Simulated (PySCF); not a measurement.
silanone (H2OSi), SMILES O=[SiH2].

The structure is a stationary point at B3LYP-D3(BJ)/def2-TZVP.

Computed with ωB97X/def2-TZVPD (PySCF).

Symmetry labels are those of the subgroup C2v that the program uses (full group C2v).

Computed valence orbital energies around the gap with their symmetry:
```
orbital  symmetry  energy (eV)
-------  --------  -----------
HOMO−7         B2      -102.69
HOMO−6         A1      -102.65
HOMO−5         A1       -28.58
HOMO−4         A1       -17.60
HOMO−3         B2       -13.85
HOMO−2         A1       -12.58
HOMO−1         B1       -11.60
HOMO           B2       -10.73
LUMO           B1        -0.17
LUMO+1         A1         1.60
LUMO+2         A1         1.88
LUMO+3         A1         2.58
```
